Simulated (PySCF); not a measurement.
## `CC[C@]12C[C@H]1C[C@H]2O`, C$_{7}$H$_{12}$O

Geometry:
```
atom   x (Å)   y (Å)   z (Å)
  C1   1.816  -1.421   0.635
  C2   1.139  -0.124   1.077
  C3   0.071   0.296   0.109
  C4   0.314   1.143  -1.106
  C5  -0.655   1.612  -0.063
  C6  -1.981   0.892  -0.267
  C7  -1.250  -0.458  -0.098
  O8  -1.340  -1.296  -1.221
  H9   1.099  -2.239   0.618
 H10   2.238  -1.307  -0.361
 H11   2.617  -1.686   1.321
 H12   0.696  -0.266   2.067
 H13   1.884   0.671   1.155
 H14   1.265   1.653  -1.149
 H15  -0.061   0.815  -2.065
 H16  -0.534   2.536   0.476
 H17  -2.717   1.081   0.509
 H18  -2.436   1.026  -1.247
 H19  -1.564  -0.997   0.808
 H20  -0.606  -1.919  -1.201
```

Method used: PySCF 2.14.0, TDDFT B3LYP/def2-SVPD circular dichroism and optical rotation, one conformer, gas phase. Geometry: GFN2-xTB.

The molecule is flexible and this is one conformer; a measurement averages over conformers. States above about 7.1 eV (minus the energy of the highest occupied orbital) lie near or above the ionisation threshold and depend on the basis.

Task: Draw the ECD and absorption spectra from the lowest 8 states, each a Gaussian of half-width 0.35 eV at 1/e height.

Result: 
| E (eV) | λ (nm) | Δε (L mol⁻¹ cm⁻¹) | ε (L mol⁻¹ cm⁻¹) |
| --- | --- | --- | --- |
| 5.88 | 211 | -0.50 | 47.7 |
| 6.03 | 206 | -1.37 | 138 |
| 6.18 | 201 | -2.45 | 292 |
| 6.33 | 196 | -2.43 | 489 |
| 6.48 | 191 | +0.03 | 748 |
| 6.63 | 187 | +4.39 | 1140 |
| 6.78 | 183 | +8.63 | 1650 |
| 6.93 | 179 | +12.59 | 2140 |
| 7.08 | 175 | +18.31 | 2580 |
| 7.23 | 171 | +24.54 | 2870 |
| 7.38 | 168 | +25.41 | 2710 |

Δε uses R in velocity form, ε uses f in length form. Only the states computed contribute, so the short-wavelength end is incomplete.
